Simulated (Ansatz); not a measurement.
`O=C=N[Si](F)(Cl)Cl` + NH₃ → `N[Si](F)(Cl)Cl` + `N=C=O` at 700 K and 1 bar (ligand exchange at the Si–N bond).

Computed with Ansatz on PBE0-D4/def2-TZVP structures; ΔE is electronic, products minus reactants. CCSD(T)/CBS is the MP2 limit (def2-TZVPP, def2-QZVPP) plus CCSD(T) − MP2 in def2-TZVPP, frozen cores. This one scheme is used for every species. Each species was taken in one conformer, which may not be the lowest.

```tsv
species	CCSD(T)/CBS energy (Eh)	H − E (kJ/mol)	S (J/(mol·K))
`O=C=N[Si](F)(Cl)Cl`	-1476.57281	130.0	496.6
NH₃	-56.50880	116.9	226.5
`N[Si](F)(Cl)Cl`	-1364.55198	154.2	448.3
`N=C=O`	-168.51995	89.3	283.6
```

H − E and S are ideal-gas, rigid-rotor, harmonic terms from PBE0-D4/def2-TZVP, for one conformer and one mirror image of each species. 1 Eh = 2625.50 kJ/mol, R = 8.31446 J/(mol·K).

Problem. By hand: ΔE, ΔH, ΔS and ΔG.

Solution. ΔE = (-1364.55198) + (-168.51995) − (-1476.57281) − (-56.50880) = 0.00968 Eh = 25.4 kJ/mol. Δ(H − E) = 154.2 + 89.3 − 130.0 − 116.9 = -3.4, so ΔH = 22.0 kJ/mol. ΔS = 448.3 + 283.6 − 496.6 − 226.5 = 8.8 J/(mol·K). ΔG = 22.0 − 700 × (8.8)/1000 = 15.8 kJ/mol.

Problem. By hand: the equilibrium constant, and the temperature at which ΔG would vanish if ΔH and ΔS stayed fixed.

Solution. log₁₀ K = −ΔG/(RT ln 10) = -1.2. ΔG = 0 at ΔH/ΔS = 2500 K, though so small a ΔS makes that figure unsure.

The number of gas molecules stays the same, so ΔS is small and ΔH decides. A doubt of 5 kJ/mol in ΔE shifts log₁₀ K by 0.4 here. Other conformers and mirror images would add mixing entropy, several J/(mol·K) or more a flexible species. Modes under 60 cm⁻¹, often nearly free rotors, make the harmonic entropy too high. These are equilibria of isolated gas molecules and say nothing of rates. Largest T1 diagnostic: 0.018 (customary marks: 0.02 for closed shells, 0.045 for open ones).
